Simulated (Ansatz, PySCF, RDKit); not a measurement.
Complex: NH3 (SMILES N) (first 4 atoms) with N2 (SMILES N#N); geometry from B3LYP-D3(BJ)/def2-TZVP, rigid monomers moved along the line of their centres of mass till H4···N6 is 2.38 Å.
(charge 0, multiplicity 1):
```xyz
6

N     -0.07682    -0.11839    -0.35457
H      0.88080     0.15030    -0.54934
H     -0.65972     0.69039    -0.53695
H     -0.13923    -0.31915     0.63667
N     -0.01154    -0.04259     4.08760
N     -0.06996    -0.18092     3.00731
```

Counterpoise-corrected where a basis set is named; no monomer relaxation. Rows marked so take none. RDKit's UFF carries no charges.

Cores are frozen in the correlated methods. CBS: X⁻³ extrapolation of the correlation energy, Hartree–Fock from the larger set. Rows in 6-311+G**, 6-31G* carry no dispersion term and start afresh at each structure (6-31G* with six Cartesian d functions).

Programs: Ansatz (a first-principles code) with Gaussian orbitals; PySCF for 6-311+G** rows, 6-31G* rows, the dispersion terms; RDKit for the force fields. 

```
level                                  interaction energy (kcal/mol)
-------------------------------------  -----------------------------
UFF                                                             1.42
HF/6-31G*                                                       0.73
r2SCAN-D4/def2-TZVPPD                                           0.03
B3LYP/6-311+G** (no counterpoise)                               0.16
PBE0-D3(BJ)/def2-TZVPPD                                        -0.36
M06-2X/6-31G* (no counterpoise)                                    ?
MP2/CBS(aug-cc-pVDZ, aug-cc-pVTZ)                              -0.30
SCS-MP2/aug-cc-pVTZ                                             0.01
CCSD(T)/CBS(aug-cc-pVDZ, aug-cc-pVTZ)                          -0.27
```

Some entries are withheld; supply them.


- M06-2X/6-31G* (no counterpoise), interaction energy (kcal/mol): -0.63
